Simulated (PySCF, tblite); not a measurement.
Isomers of C8H15P. Method: GFN2-xTB as coded in tblite; computed harmonic values from a numerical Hessian at the method's own geometry, unscaled. Against measured fundamentals such values can be off by several per cent, at times by over 20. Modes of hydrogen on phosphorus can be 10 to 20 % off. One conformer each.

Electronic energies: PBE0/pcSseg-1 single points on the GFN2-xTB geometries (PySCF, gas phase).

| SMILES | electronic energy, lowest = 0 (kcal/mol) |
| --- | --- |
| C=CP(C(C)C)C1CC1 | 36.3 |
| C=CC1CP(CCC)C1 | 28.7 |
| C1C[C@H]2CCC[C@@H](C1)P2 | 0.0 |

Question: How do GFN2-xTB zero-point energies change the relative energies?

Answer: 
```tsv
SMILES	ZPE (kcal/mol)	of it from modes above 1550 cm⁻¹	electronic (kcal/mol)	with ZPE, lowest = 0 (kcal/mol)	lowest mode (cm⁻¹)	rings
C1C[C@H]2CCC[C@@H](C1)P2	134.0	62.2	0.0	0.0	184	2
C=CC1CP(CCC)C1	130.2	66.9	28.7	24.9	43	1
C=CP(C(C)C)C1CC1	128.9	67.4	36.3	31.3	34	1
```

The zero-point energies span 5.1 kcal/mol, from `C=CP(C(C)C)C1CC1` to `C1C[C@H]2CCC[C@@H](C1)P2`. The order is unchanged.

Question: And how do the electronic energies of GFN2-xTB itself compare?

Answer: `C1C[C@H]2CCC[C@@H](C1)P2` 0.0; `C=CC1CP(CCC)C1` 39.0; `C=CP(C(C)C)C1CC1` 51.1 kcal/mol, lowest = 0. Against the energies above, taken from the same isomer `C1C[C@H]2CCC[C@@H](C1)P2`, the largest difference is 14.8 kcal/mol.

Question: What do entropy and thermal enthalpy add at 298.15 K and 1 bar (rigid rotor, harmonic oscillator, one conformer each)?

Answer: 
```csv
SMILES,point group,symmetry number,S (cal/(mol K)),H − H(0) (kcal/mol),ZPE + H − H(0) − TS (kcal/mol)
C1C[C@H]2CCC[C@@H](C1)P2,Cs,1,86.4,5.63,113.9
C=CC1CP(CCC)C1,C1,1,105.5,7.64,106.4
C=CP(C(C)C)C1CC1,C1,1,109.2,8.20,104.6
```
